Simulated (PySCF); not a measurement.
**Converging KI in the basis (PBE0)**

PySCF, UKS reference; singlet, unpaired electrons none; De to K + I without counterpoise correction.

| basis | relativity | functions | Re (Å) | ωe (cm⁻¹) | De (eV) | μ (D) |
| --- | --- | --- | --- | --- | --- | --- |
| def2-SVP | scalar-relativistic core potentials | 50 | 3.071 | 184 | 3.38 | -11.10 |
| x2c-SVPall | spin-free X2C | 60 | 3.052 | 189 | 3.36 | -10.63 |
| def2-TZVPP | scalar-relativistic core potentials | 83 | 3.071 | 183 | 3.43 | -11.06 |
| x2c-TZVPall | spin-free X2C | 93 | 3.062 | 187 | 3.43 | -10.67 |

(1) How does each smaller set differ from the one with most functions, x2c-TZVPall?

A positive dipole means K(−)I(+). Measured (Huber and Herzberg, Constants of Diatomic Molecules (1979)): Re = 3.047844 Å, ωe = 186.53 cm⁻¹. These are scalar-relativistic numbers at best; spin–orbit coupling would shift them, the dissociation energy most.

Results:

(1) def2-SVP: +0.9 pm, -1.6 % in ωe, -0.05 eV in De; x2c-SVPall: -1.0 pm, +1.1 % in ωe, -0.07 eV in De; def2-TZVPP: +0.9 pm, -2.1 % in ωe, +0.00 eV in De. All at PBE0; the set with most functions is neither the basis-set limit nor always the best. The rows treat relativity differently, so the differences are not basis effects alone.
